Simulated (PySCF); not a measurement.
## PBE on Lu²⁺ (lutetium, charge +2)

Configuration: [Xe] 4f14 6p1, 2P determinant (an excited configuration). All numbers are calculated (PySCF 2.14, the spin-free X2C one-electron Hamiltonian (Gaussian nucleus), in x2c-TZVPPall).

```json
{
  "Total energy": "-14562.57 hartree",
  "One-electron energy": "-19942.78 hartree",
  "Hartree (Coulomb) energy": "5684.88 hartree",
  "Exchange-correlation energy": "-304.67 hartree",
  "⟨S²⟩": "0.7500",
  "⟨L²⟩": "2.001",
  "Sum of ⟨r⟩": "38.12 bohr",
  "Sum of ⟨r²⟩": "47.74 bohr²",
  "Traceless quadrupole moment −½Σ⟨3z² − r²⟩ along its main axis": "-6.20 e·bohr²",
  "Langevin diamagnetic susceptibility": "-37.8 ×10⁻⁶ cm³/mol",
  "Time after the integrals": "about 6 core-seconds"
}
```

```
shell  electrons  mean orbital energy (eV)  spread (eV)  rms radius, mean of both spins (bohr)
 1s α          1                  -63064.0            0                                 0.0219
 1s β          1                  -63064.0            0                                 0.0219
 2s α          1                  -10751.1            0                                 0.0885
 2s β          1                  -10751.1            0                                 0.0885
 2p α          3                   -9488.3        0.021                                 0.0801
 2p β          3                   -9488.3        0.033                                 0.0801
 3s α          1                   -2451.5            0                                  0.227
 3s β          1                   -2451.5            0                                  0.227
 3p α          3                   -2070.6        0.057                                  0.228
 3p β          3                   -2070.6        0.068                                  0.228
 3d α          5                   -1600.3        0.051                                  0.208
 3d β          5                   -1600.3        0.061                                  0.208
 4s α          1                   -502.43            0                                  0.508
 4s β          1                   -502.42            0                                  0.508
 4p α          3                   -376.86        0.133                                  0.541
 4p β          3                   -376.85        0.152                                  0.541
 4d α          5                   -209.80        0.135                                  0.591
 4d β          5                   -209.78        0.157                                  0.591
 5s α          1                   -79.551            0                                   1.24
 5s β          1                   -79.481            0                                   1.24
 5p α          3                   -50.224        0.306                                   1.46
 5p β          3                   -50.137        0.421                                   1.46
 4f α          7                   -27.996        0.173                                  0.826
 4f β          7                   -27.967        0.217                                  0.826
 6p α          1                   -13.630            0                                   3.95
```

Spin-orbit coupling, absent here, splits the open shell strongly.

Densities and radii are taken from the X2C orbitals without a picture-change correction, which distorts them close to the nucleus.
